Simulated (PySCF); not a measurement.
**Polarisability of `C#C[C+](C)COC`**

Compound: C₆H₉O (charge +1).
Atom-mapped SMILES: `[CH:1]#[C:2][C+:3]([CH3:4])[CH2:5][O:6][CH3:7]` (hydrogens: H8 on C1; H9, H10, H11 on C4; H12, H13 on C5; H14, H15, H16 on C7)

Structure used (GFN2-xTB), in Å, numbered top down from 1:
```xyz
16
C6H9O angstrom
C     -2.722    1.324   -1.510
C     -1.890    0.752   -0.842
C     -0.970    0.075   -0.063
C     -1.387   -0.884    0.934
C      0.463    0.328   -0.249
O      1.236   -0.443    0.598
C      2.638   -0.289    0.448
H     -3.445    1.824   -2.095
H     -2.463   -1.004    1.012
H     -0.939   -0.611    1.899
H     -0.890   -1.842    0.726
H      0.717    0.162   -1.317
H      0.643    1.415   -0.108
H      3.088   -0.945    1.188
H      2.949    0.741    0.637
H      2.965   -0.591   -0.551
```

Level: CAM-B3LYP/def2-SVPD (PySCF), static field, nuclei fixed, core orbitals frozen in the response. The polarisability tensor in these axes (au):

```
x    99.45 -13.01  16.57
y   -13.01  64.52 -16.65
z    16.57 -16.65  68.23
```

Q: Diagonalise the tensor; give its mean and Δα, where Δα² is half the sum of the squared differences of the eigenvalues.

A: Principal values 49.58, 68.77 and 113.86 au; mean 77.40 au = 11.47 Å³ = 12.76 × 10⁻⁴⁰ C²·m²/J; Δα = 57.16 au (74 % of the mean).

Q: In TDDFT the mean static polarisability is Σ f/ω² over all singlet excitations (ω in hartree). How much of it do the 8 lowest give? Their energies (eV) and oscillator strengths: 3.04, 0.0612; 3.15, 0.0016; 4.50, 0.0007; 5.08, 0.1878; 5.76, 0.0024; 6.71, 0.1173; 6.92, 0.0013; 7.19, 0.0004.

A: They add up to 12.42 au, 16.0 % of the 77.40 au; the largest single term is 5.38 au, from the state at 5.08 eV. Terms in order: 4.89, 0.12, 0.02, 5.38, 0.05, 1.93, 0.02, 0.01 au. Higher excitations give the rest. The strengths listed sum to 0.373.

Q: Rayleigh depolarisation ratio (linearly polarised light, static tensor)?

A: ρ = 3Δα²/(45ᾱ² + 4Δα²) = 9800.3/(269582 + 13067.1) = 0.0347.

Q: Along which axes do the principal values lie, and how far do the nuclei extend along each?

A: Largest value along (0.83, -0.36, 0.43), where the nuclei span 7.82 Å; middle along (-0.56, -0.58, 0.59), 4.28 Å; least along (-0.04, 0.73, 0.68), 1.85 Å. The response follows the extents in order.

Q: Traceless (Buckingham) quadrupole moment about the centre of nuclear charge: eigenvalues?

A: -17.78, -6.50, 24.28 D·Å. The values depend on the origin, since the species is charged. The electronic extent ⟨r²⟩ about the same centre is 982 bohr², a root-mean-square distance of 2.30 Å for the 52 electrons.

Geometry: GFN2-xTB, one conformer, isolated ion.
